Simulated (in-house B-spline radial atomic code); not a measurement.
Computed with a B-spline radial atomic code. Model: two electrons, singlet ground state, non-relativistic, full CI in B-splines with partial waves to l = 8 (at full coupling up to 3e-4 hartree above the limit, correlation up to 0.6 % small), density held at that of full coupling by Lieb maximisation.

W(λ) is the mean repulsion in the state of coupling λ less the Hartree energy of the fixed density. Its start is exact exchange, its initial slope is twice the second-order Görling-Levy correlation energy, and its area from 0 to 1 is E_xc. A straight curve means weak, dynamic correlation, and a curve that drops fast and flattens means strong correlation.

Command:
```bash
python run_ac.py task.json out
```
Settings (lengths in bohr, energies in hartree):
```
potential              yukawa
strength               2.37
lmax                   8
second                 0.0387
```

Time taken, with all properties: 9.3 s on 1 thread of Intel(R) Xeon(R) Processor @ 2.30GHz, on a shared host.

**W = mean repulsion less Hartree energy, and W of three functionals.**

Given: confinement screened point charge; nuclear charge 2.37; screening of the nucleus 0.0387 1/bohr; external potential -Z exp(-k r)/r.

Computed: PBE exchange minus exact 16.735 millihartree; SCAN exchange minus exact -4.9104 millihartree.

```tsv
coupling	W xc (hartree)	W xc minus exchange (millihartree)	kinetic minus Kohn-Sham (millihartree)	LDA (PW92) W minus its exchange (millihartree)	PBE W minus its exchange (millihartree)	SCAN W minus its exchange (millihartree)
0	-1.256	0	0	0	0	0
0.02	?	?	?	?	?	?
0.05	-1.2608	-4.736	0.12	-25.41	-4.52	-4.5
0.12	-1.2673	-11.222	0.67	-48.97	-10.9	-10.56
0.25	-1.2789	-22.845	2.81	-82.21	-22.61	-21.25
0.4	-1.2916	-35.611	6.95	-112.5	-35.72	-32.84
0.6	-1.3077	-51.638	14.95	-145.55	-52.38	-47.26
0.8	-1.3227	-66.627	25.42	-173.3	-68.08	-60.67
1	?	?	?	?	?	?
1.4	-1.3623	-106.25	68.63	-238.09	-109.93	-96.03
2	-1.3953	-139.32	124.57	-286.62	-145.23	-125.76
3	-1.4397	-183.63	234.37	-347.59	-193.34	-166.33
4.5	-1.4887	-232.69	416.26	-412.89	-248.4	-212.77
7	-1.5432	-287.15	724.11	-485.99	-313.17	-266.79
10	-1.5847	-328.65	1072.3	-544.21	-366.41	-309.73
```

(1) What belongs in the row 0.02?

(2) What belongs in the row 1?

(3) What is the LDA exchange minus exact?

**Energy parts, natural occupations and partial-wave weights.**

Computed: total energy -4.1090 hartree; exchange energy -1.256 hartree; correlation energy -0.042622 hartree; kinetic part of the DFT correlation energy 0.038049 hartree; initial slope twice GL2 -0.095582 hartree; Hartree energy 2.5121 hartree; Lieb Oxford ratio E_xc over LDA exchange 1.2006.

| natural | occupation of the shell (electrons) |
| --- | --- |
| s | 1.989 |
| p | 0.0054733 |
| s | ? |
| d | 0.00024524 |
| p | 0.0001836 |
| s | 8.787e-05 |

(4) What belongs in the row s?

```json
{"wave": "s", "weight": "0.997"}
{"wave": "p", "weight": "0.0028374"}
{"wave": "d", "weight": "0.00013729"}
{"wave": "f", "weight": "?"}
{"wave": "g", "weight": "4.4023e-06"}
```

(5) What belongs in the row f?

(6) What is the Kohn-Sham kinetic?

(7) What is the kinetic part over minus potential part?

Results:

(1) W xc (hartree): -1.2579; W xc minus exchange (millihartree): -1.905; kinetic minus Kohn-Sham (millihartree): 0.02; LDA (PW92) W minus its exchange (millihartree): -12.35; PBE W minus its exchange (millihartree): -1.79; SCAN W minus its exchange (millihartree): -1.82.

(2) W xc (hartree): -1.3367; W xc minus exchange (millihartree): -80.671; kinetic minus Kohn-Sham (millihartree): 38.05; LDA (PW92) W minus its exchange (millihartree): -197.42; PBE W minus its exchange (millihartree): -82.86; SCAN W minus its exchange (millihartree): -73.2.

(3) 174.39 millihartree.

(4) occupation of the shell (electrons): 0.0048652.

(5) weight: 1.9068e-05.

(6) 4.2489 hartree.

(7) 0.47166.

Half-way to full coupling W has made 54 % of its drop, against 50 % for a straight line, and second-order (GL2) theory, half the initial slope, overshoots the correlation energy by about 12 %: a moderate bend, as in light atoms. Over couplings 0 to 1 the errors in E_xc come to about +96 millihartree for LDA, +16 millihartree for PBE, -1.3 millihartree for SCAN, so SCAN is nearest. In LDA and PBE and SCAN the errors of exchange and correlation have opposite signs, so the sum is smaller than the larger of the two.
